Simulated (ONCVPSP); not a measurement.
**Potentials for rhenium compared**

Generated with ld1.x 7.5 (TM, RRKJ, ultrasoft, PAW), atompaw 4.2 or ONCVPSP 4.0.1. The cutoff is in Ry: for ld1.x and atompaw files where the sum of valence levels is converged to 10 mRy in a Bessel basis, for ONCV files where the hardest occupied wave has 1 mHa per electron of residual kinetic energy. The error is the largest all-electron minus pseudo excitation energy over each file’s own four to seven test configurations (ionisations up to +4, promotions, holes and added fractions of an electron), all of which were solved. The labels leave out finer settings (local radius, basis sizes, second energies), which also bear on the numbers. Spin-polarised tests are not counted. The rows are a selection from randomly drawn settings: files with unsolved tests, undetermined cutoffs or missed reference levels are left out.

A true bound ghost makes a file unfit for plane-wave use even where its test errors are small: the radial tests pick states by their node count and pass the ghost by.

| potential | cutoff (Ry) | largest error (meV) | bound ghosts |
| --- | --- | --- | --- |
| ONCV, BLYP, scalar-relativistic, rc 2.15/2.45/2.15 (spd), local s, core correction yes, reference 5d5 6s2, qcut 3.3/3.9/8, projectors 0/1/1 | 32 | -297 | none |
| ONCV, PBE, scalar-relativistic, rc 1.85/1.40/1.75 (spd), local smoothed, core correction yes, reference 5s2 5p6 5d5 6s2, qcut 6.5/5.4/5.7, projectors 3/1/2 | 164 | -13 | none |
| ONCV, PBE, scalar-relativistic, rc 1.90/1.70/1.95 (spd), local smoothed, core correction yes, reference 5s2 5p6 5d5 6s2, qcut 7.1/10.3/9.8, projectors 2/3/2 | 62 | -143 | none |
| ONCV, PBE, fully relativistic, rc 1.55/1.65/1.65/1.75 (spdf), local smoothed, core correction yes, reference 5s2 5p6 5d5 6s2, qcut 9.6/9/5/6.6, projectors 3/2/2/1 | 58 | -35 | none |
| ONCV, PBE, scalar-relativistic, rc 1.50/1.85/2.60 (spd), local smoothed, core correction yes, reference 5s2 5p6 5d5 6s2, qcut 8.9/9.2/4.8, projectors 2/3/2 | 57 | -72 | none |

Problem. Fill in the row for Re: ONCV, PBE, fully relativistic, rc 2.45/2.40/2.10/1.10 (spdf), local smoothed, core correction no, reference 4f14 5d5 6s2, qcut 2.5/3.7/6.3/12.8, projectors 2/2/2/2.

Solution. cutoff 474 Ry, largest error +140 meV, bound ghosts: s, p3/2.

Problem. Fill in the row for Re: ONCV, PBE, scalar-relativistic, rc 1.20/1.40/2.70/1.05 (spdf), local smoothed, core correction yes, reference 4f14 5s2 5p6 5d5, qcut 4.9/5.8/5.6/17.4, projectors 2/2/3/2.

Solution. cutoff 256 Ry, largest error +35 meV, bound ghosts: none.
